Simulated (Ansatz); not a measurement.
Computed with Ansatz on PBE0-D4/def2-TZVP structures; ΔE is electronic, products minus reactants. CBS: MP2 limit from def2 TZ/QZ plus the TZ coupled-cluster correction, frozen cores. Functionals use def2-TZVPP. B3LYP here is the variant with VWN-RPA as its local correlation; programs differ in this. One conformer a species, not always the lowest.

Reaction (silylene formation by 1,1-elimination): `BN([SiH2]C)[Si](C)(C)C` → `BN(C)[SiH2]C` + `C[Si]C`

`BN([SiH2]C)[Si](C)(C)C`:

Cartesian coordinates in Å:
```
B 1.915 0.018 -1.128
N 0.826 0.298 -0.287
Si 0.434 2.000 -0.092
C -0.461 2.666 -1.583
Si -0.148 -0.945 0.510
C 0.313 -2.638 -0.119
C 0.145 -0.846 2.353
C -1.947 -0.600 0.127
H 2.254 -1.108 -1.357
H 2.518 0.929 -1.635
H -0.435 2.132 1.111
H 1.682 2.767 0.152
H 0.160 2.568 -2.477
H -0.704 3.723 -1.450
H -1.392 2.120 -1.753
H 1.348 -2.894 0.115
H -0.334 -3.382 0.353
H 0.185 -2.717 -1.201
H 1.196 -1.037 2.588
H -0.114 0.139 2.747
H -0.459 -1.588 2.882
H -2.134 -0.644 -0.949
H -2.588 -1.345 0.607
H -2.260 0.383 0.487
```

`BN(C)[SiH2]C`:

```xyz
15

B    -0.174    0.294   -2.071
N     0.158    0.428   -0.723
C     0.109    1.720   -0.050
Si    0.651   -0.942    0.260
C    -0.602   -1.306    1.593
H    -0.507    1.264   -2.695
H    -0.123   -0.788   -2.582
H    -0.632    1.723    0.756
H    -0.161    2.499   -0.763
H     1.080    1.972    0.390
H     0.828   -2.107   -0.637
H     1.951   -0.593    0.901
H    -0.271   -2.155    2.198
H    -1.572   -1.556    1.158
H    -0.735   -0.454    2.264
```

`C[Si]C`:

```xyz
9

C     0.679    1.253   -0.104
Si    0.902   -0.380    0.835
C    -0.624   -1.276    0.155
H     1.052    1.055   -1.122
H     1.272    2.075    0.300
H    -0.364    1.566   -0.212
H    -0.831   -1.065   -0.899
H    -0.609   -2.355    0.320
H    -1.476   -0.873    0.726
```

(1) Is it downhill or uphill in electronic energy at CCSD(T)/CBS, and by how much? (Estimate.)

(2) What do these levels give: B3LYP-D4, r2SCAN0-D4, B2PLYP, B3LYP, RPA@PBE/def2-TZVPP, CCSD(T)/def2-TZVPP? (An estimate is asked.)

Largest T1 diagnostic among the species: 0.012.

Results:

(1) Ansatz gave: Uphill: ΔE = +367.5 kJ/mol.

(2) The calculation gave: B3LYP-D4 358.0, r2SCAN0-D4 387.5, B2PLYP 349.0, B3LYP 325.7, RPA@PBE/def2-TZVPP 340.3, CCSD(T)/def2-TZVPP 360.9 kJ/mol.

At CCSD(T), def2-SVP lies −34.3 kJ/mol from the extrapolated value and def2-TZVPP −6.6 kJ/mol. From r2SCAN to r2SCAN0 (25 % exact exchange), in def2-TZVPP and without D4, ΔE moves by +5.1 kJ/mol. The D4 term adds +32.3 kJ/mol with B3LYP and +19.2 kJ/mol with PBE0; it sums over pairs of atoms, weighted by their polarisabilities, and B3LYP, whose exchange is more repulsive, gets the larger term.
